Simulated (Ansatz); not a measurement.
Mulliken charges of `O[SiH](O)CCl` from ωB97M-V/def2-TZVPP in Ansatz (PBE0-D4/def2-TZVP geometry).

```
atom   x (Å)   y (Å)   z (Å)  charge (e)
  O1   1.034  -0.314   1.401      -0.383
 Si2   0.689   0.112  -0.144       0.609
  O3   1.303  -1.039  -1.129      -0.395
  C4  -1.177   0.249  -0.327      -0.295
 Cl5  -1.752   1.417   0.908      -0.141
  H6   0.532   0.130   2.089       0.183
  H7   1.300   1.396  -0.548      -0.054
  H8   1.328  -1.938  -0.799       0.184
  H9  -1.692  -0.695  -0.145       0.144
 H10  -1.482   0.631  -1.302       0.147
```

By hand: the dipole of these point charges (1 e Å = 4.8032 D).

Σ q r = (-0.087, -0.090, -0.157) e Å, of length 0.201 e Å = 0.97 D.

How does the dipole of the full density compare? (Estimate.)

The calculation gave: (-0.172, -0.273, 0.011) e Å, 1.55 D; the point charges give 0.63 times that, at 54° from its direction.

Point charges leave out the atoms' own dipoles, such as those of lone pairs, and Mulliken's split depends on the basis, so the two needn't agree.
